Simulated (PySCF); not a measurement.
**Spinor energies of Sc²⁺ (scandium, charge +2)**

Start: [Ar] 3d1; 3d5/2 filled at m_j = +5/2. Calculated with PySCF 2.14 in x2c-TZVPall-2c (6s7p4d1f, 54 functions): generalised Hartree-Fock with the X2C-1e Hamiltonian and a Gaussian nucleus; one run each with spin-orbit coupling (SO) screened by Boettger's factors, then bare. This is a chosen level, not necessarily the ground level.

```tsv
spinor shell	electrons	ε, screened SO (eV)	ε, bare SO (eV)	weight of nominal j (bare SO)	rms radius, bare SO (bohr)
1s1/2	2	-4554.8	-4554.8	1.000	0.0844
2s1/2	2	-539.29	-539.30	1.000	0.370
2p1/2	2	-445.17	-445.52	0.998	0.338
2p3/2	4	-440.50	-440.34	0.999	0.341
3s1/2	2	-85.516	-85.520	1.000	1.15
3p3/2	4	-58.279	-57.841	0.855	1.27
3p1/2	2	-57.457	-58.346	0.711	1.26
3d5/2	1	-24.488	-24.476	1.000	1.74
```

```json
{"quantity": "E (hartree)", "screened SO": "-762.62940", "bare SO": "-762.63003"}
{"quantity": "M_J", "screened SO": "5/2", "bare SO": "5/2"}
{"quantity": "⟨J²⟩", "screened SO": "8.754", "bare SO": "8.754"}
{"quantity": "⟨L²⟩", "screened SO": "6.003", "bare SO": "6.004"}
{"quantity": "⟨S²⟩", "screened SO": "0.751", "bare SO": "0.751"}
```

Each row is a mean over spinors that exchange with the open shell spreads, by up to 4.430 eV (3p3/2).

Rows whose weight is well below 1 are mixtures of j = l ± 1/2: exchange outweighs spin-orbit coupling there, and the label is only the starting occupation.
